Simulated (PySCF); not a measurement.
PySCF input file for Sn(OMe)2 (C2H6O2Sn), SMILES C[O][Sn][O]C (connectivity only; charge and spin as stated), neutral, multiplicity 1, TDA-CAM-B3LYP/def2-SVPD. Coordinates come from a PBE0-D3(BJ)/def2-SVP optimisation. The structure was generated by enumeration; whether it is a known compound was not checked. The def2 effective core potentials stand for the cores of Sn; spin–orbit coupling is left out. The values are those of a single conformer.

```python
import numpy as np
from pyscf import gto, scf, dft, tdscf

mol = gto.M(
    atom='''
    Sn   -0.00000000   -0.00000000    0.82899543
    O     0.04262353   -1.55801556   -0.42001829
    C    -0.02791237   -1.75144797   -1.79474608
    H    -0.36905317   -2.78042004   -2.01157189
    H    -0.72898223   -1.06183202   -2.30193883
    H     0.95866928   -1.62958905   -2.28275223
    O    -0.04262353    1.55801556   -0.42001828
    C     0.02791238    1.75144798   -1.79474608
    H    -0.95866928    1.62958905   -2.28275222
    H     0.36905316    2.78042004   -2.01157189
    H     0.72898222    1.06183202   -2.30193883
    ''',
    basis='def2-SVPD',
    ecp={'Sn': 'def2-svp'},
    charge=0,
    spin=0,
    symmetry=True,
    max_memory=1600,
    verbose=4,
)
mf = dft.RKS(mol, xc='cam-b3lyp').density_fit(auxbasis='def2-universal-jkfit')
mf.grids.level = 3
mf.conv_tol = 1e-9
mf.max_cycle = 100
mf.kernel()
mf.grids = dft.Grids(mol).set(level=1).build(with_non0tab=True)  # coarser grid for the response kernel
td = tdscf.TDA(mf)
td.singlet = True
td.nstates = 10
td.conv_tol = 1e-4
td.positive_eig_threshold = 1e-6
td.kernel(x0=td.get_init_guess(mf, 15))
td.analyze()
tt = tdscf.TDA(mf)
tt.singlet = False
tt.nstates = 4
tt.conv_tol = 1e-4
tt.positive_eig_threshold = 1e-6
tt.kernel(x0=tt.get_init_guess(mf, 9))
tt.analyze(verbose=3)
```

It prints:

```
PySCF version 2.14.0

[INPUT] verbose = 4
[INPUT] num. atoms = 11
[INPUT] num. electrons = 56
[INPUT] charge = 0
[INPUT] spin (= nelec alpha-beta = 2S) = 0
[INPUT] symmetry True subgroup None
[INPUT] Mole.unit = angstrom
[INPUT] Symbol           X                Y                Z      unit          X                Y                Z       unit  Magmom
[INPUT]  1 Sn     0.000000000000   0.000000000000   0.828995430000 AA    0.000000000000   0.000000000000   1.566574321216 Bohr   0.0
[INPUT]  2 O      0.042623530000  -1.558015560000  -0.420018290000 AA    0.080546798162  -2.944222706211  -0.793719535408 Bohr   0.0
[INPUT]  3 C     -0.027912370000  -1.751447970000  -1.794746080000 AA   -0.052746734788  -3.309756984725  -3.391578554337 Bohr   0.0
[INPUT]  4 H     -0.369053170000  -2.780420040000  -2.011571890000 AA   -0.697409416703  -5.254232386852  -3.801319951974 Bohr   0.0
[INPUT]  5 H     -0.728982230000  -1.061832020000  -2.301938830000 AA   -1.377576764375  -2.006571708094  -4.350033944202 Bohr   0.0
[INPUT]  6 H      0.958669280000  -1.629589050000  -2.282752230000 AA    1.811622383234  -3.079477000090  -4.313776524940 Bohr   0.0
[INPUT]  7 O     -0.042623530000   1.558015560000  -0.420018280000 AA   -0.080546798162   2.944222706211  -0.793719516511 Bohr   0.0
[INPUT]  8 C      0.027912380000   1.751447980000  -1.794746080000 AA    0.052746753685   3.309757003623  -3.391578554337 Bohr   0.0
[INPUT]  9 H     -0.958669280000   1.629589050000  -2.282752220000 AA   -1.811622383234   3.079477000090  -4.313776506043 Bohr   0.0
[INPUT] 10 H      0.369053160000   2.780420040000  -2.011571890000 AA    0.697409397805   5.254232386852  -3.801319951974 Bohr   0.0
[INPUT] 11 H      0.728982220000   1.061832020000  -2.301938830000 AA    1.377576745477   2.006571708094  -4.350033944202 Bohr   0.0

nuclear repulsion = 268.204581360336
point group symmetry = C2
symmetry origin: [8.99869581e-10 1.34980434e-09 2.02470655e-09]
symmetry axis x: [1.00000000e+00 5.15831250e-10 7.62210983e-10]
symmetry axis y: [ 5.15831246e-10 -1.00000000e+00  5.30063692e-09]
symmetry axis z: [ 7.62210986e-10 -5.30063683e-09 -1.00000000e+00]
num. orbitals of irrep A = 85
num. orbitals of irrep B = 81
number of shells = 70
number of NR pGTOs = 253
number of NR cGTOs = 166
basis = def2-SVPD
ecp = {'Sn': 'def2-svp'}


[settings echo left out]
init E= -421.161316327517
HOMO (A) = -0.632669455985397  LUMO (B) = -0.623788910150237  gap/eV = 0.24165
cycle= 1 E= -441.733967770453  delta_E= -20.6  |g|= 2.96  |ddm|= 13.3
HOMO (B) = -0.0118293381195969  LUMO (A) = -0.00370541602545049  gap/eV = 0.22106
cycle= 2 E= -383.60360732692  delta_E= 58.1  |g|= 10.5  |ddm|=  118
HOMO (B) = -0.322406416036177  LUMO (B) = -0.136205235382015  gap/eV = 5.06679
cycle= 3 E= -444.200670688295  delta_E= -60.6  |g|= 0.696  |ddm|=  118
HOMO (A) = -0.316190205319731  LUMO (B) = -0.031480239554007  gap/eV = 7.74735
cycle= 4 E= -444.258197238219  delta_E= -0.0575  |g|= 0.571  |ddm|= 2.98
HOMO (B) = -0.310177447455004  LUMO (B) = -0.0402899268687094  gap/eV = 7.34401
cycle= 5 E= -444.316245132944  delta_E= -0.058  |g|= 0.143  |ddm|= 0.794
HOMO (B) = -0.331001261807678  LUMO (B) = -0.0394253957938027  gap/eV = 7.93418
cycle= 6 E= -444.32059601329  delta_E= -0.00435  |g|= 0.0463  |ddm|= 0.187
HOMO (B) = -0.325568665258938  LUMO (B) = -0.0388001883551645  gap/eV = 7.80337
cycle= 7 E= -444.321128495682  delta_E= -0.000532  |g|= 0.00799  |ddm|= 0.0586
HOMO (B) = -0.326886490481463  LUMO (B) = -0.0408000271523363  gap/eV = 7.78481
cycle= 8 E= -444.321166946751  delta_E= -3.85e-05  |g|= 0.0026  |ddm|= 0.0218
HOMO (B) = -0.32664519296333  LUMO (B) = -0.0410240285930072  gap/eV = 7.77215
cycle= 9 E= -444.321173831636  delta_E= -6.88e-06  |g|= 0.000698  |ddm|= 0.0095
HOMO (B) = -0.326618493278339  LUMO (B) = -0.0409155595615971  gap/eV = 7.77437
cycle= 10 E= -444.3211746473  delta_E= -8.16e-07  |g|= 0.000178  |ddm|= 0.00355
HOMO (B) = -0.326609501618272  LUMO (B) = -0.040907209343235  gap/eV = 7.77436
cycle= 11 E= -444.321174701632  delta_E= -5.43e-08  |g|= 3.3e-05  |ddm|= 0.000961
HOMO (B) = -0.326609732661396  LUMO (B) = -0.0409095286708769  gap/eV = 7.77430
cycle= 12 E= -444.321174702984  delta_E= -1.35e-09  |g|= 1e-05  |ddm|= 0.000146
HOMO (B) = -0.326610797374986  LUMO (B) = -0.0409086777212835  gap/eV = 7.77435
cycle= 13 E= -444.321174703047  delta_E= -6.32e-11  |g|= 3.77e-06  |ddm|= 3.43e-05
HOMO (B) = -0.326611477174225  LUMO (B) = -0.0409090833755883  gap/eV = 7.77436
Extra cycle  E= -444.321174703054  delta_E= -6.59e-12  |g|= 3.2e-06  |ddm|= 1.21e-05
converged SCF energy = -444.321174703054
tot grids = 43584
Overwritten attributes  positive_eig_threshold  of <class 'pyscf.tdscf.rks.TDA'>


******** <class 'pyscf.tdscf.rks.TDA'> for <class 'pyscf.df.df_jk.DFSymAdaptedRKS'> ********
nstates = 10 singlet
deg_eia_thresh = 1.000e-03
wfnsym = None
conv_tol = 0.0001
eigh lindep = 1e-12
eigh level_shift = 0
eigh max_cycle = 100


Excitation energies (eV)
[4.37115729 4.8386212  4.94697619 5.59059194 6.4246581  6.58971356
 6.63720354 6.66965554 6.79617807 7.16986799]

** Singlet excitation energies and oscillator strengths **
Excited State   1:    A      4.37116 eV    283.64 nm  f=0.0000
      28 -> 29        0.69889
Excited State   2:    B      4.83862 eV    256.24 nm  f=0.0686
      24 -> 29        0.12717
      26 -> 29       -0.51260
      27 -> 29       -0.45164
Excited State   3:    B      4.94698 eV    250.63 nm  f=0.0495
      26 -> 29        0.44972
      27 -> 29       -0.51050
Excited State   4:    A      5.59059 eV    221.77 nm  f=0.0640
      25 -> 29        0.67364
      26 -> 31        0.12491
Excited State   5:    B      6.42466 eV    192.98 nm  f=0.0710
      24 -> 29        0.63739
      25 -> 31       -0.12792
      26 -> 29        0.11805
      27 -> 30        0.19518
Excited State   6:    A      6.58971 eV    188.15 nm  f=0.0008
      25 -> 30       -0.11371
      26 -> 31       -0.13184
      27 -> 31        0.60859
      27 -> 32       -0.21331
      28 -> 30       -0.13630
Excited State   7:    A      6.63720 eV    186.80 nm  f=0.0009
      27 -> 31        0.13325
      28 -> 30        0.67369
Excited State   8:    B      6.66966 eV    185.89 nm  f=0.0490
      24 -> 29        0.20197
      27 -> 30       -0.62894
      28 -> 31        0.15175
Excited State   9:    B      6.79618 eV    182.43 nm  f=0.0165
      24 -> 30        0.11234
      27 -> 30       -0.14375
      28 -> 31       -0.64621
Excited State  10:    B      7.16987 eV    172.92 nm  f=0.2646
      26 -> 30       -0.66378
      27 -> 30       -0.11245
      28 -> 32       -0.14747

** Transition electric dipole moments (AU) **
state          X           Y           Z        Dip. S.      Osc.
  1         0.0000     -0.0000      0.0086      0.0001      0.0000
  2        -0.7228     -0.2374     -0.0000      0.5788      0.0686
  3         0.3976     -0.5003     -0.0000      0.4084      0.0495
  4        -0.0000      0.0000      0.6835      0.4671      0.0640
  5         0.6709      0.0318      0.0000      0.4512      0.0710
  6        -0.0000      0.0000     -0.0695      0.0048      0.0008
  7        -0.0000      0.0000     -0.0728      0.0053      0.0009
  8         0.5441     -0.0596      0.0000      0.2996      0.0490
  9         0.0867     -0.3027     -0.0000      0.0991      0.0165
 10         0.0029     -1.2274      0.0000      1.5065      0.2646

WARN: ECP detected. Skipping calculation of transition velocity and magnetic dipole moments, which have not yet been implemented.



******** <class 'pyscf.tdscf.rks.TDA'> for <class 'pyscf.df.df_jk.DFSymAdaptedRKS'> ********
nstates = 4 triplet
deg_eia_thresh = 1.000e-03
wfnsym = None
conv_tol = 0.0001
eigh lindep = 1e-12
eigh level_shift = 0
eigh max_cycle = 100


Excitation energies (eV)
[3.62027933 4.09384237 4.22136494 4.57563655]

** Triplet excitation energies and oscillator strengths **
Excited State   1:    B      3.62028 eV    342.47 nm  f=0.0000
Excited State   2:    B      4.09384 eV    302.86 nm  f=0.0000
Excited State   3:    A      4.22136 eV    293.71 nm  f=0.0000
Excited State   4:    A      4.57564 eV    270.97 nm  f=0.0000
```

The run converged.

Cost: about 4 core-minutes (a rough figure).
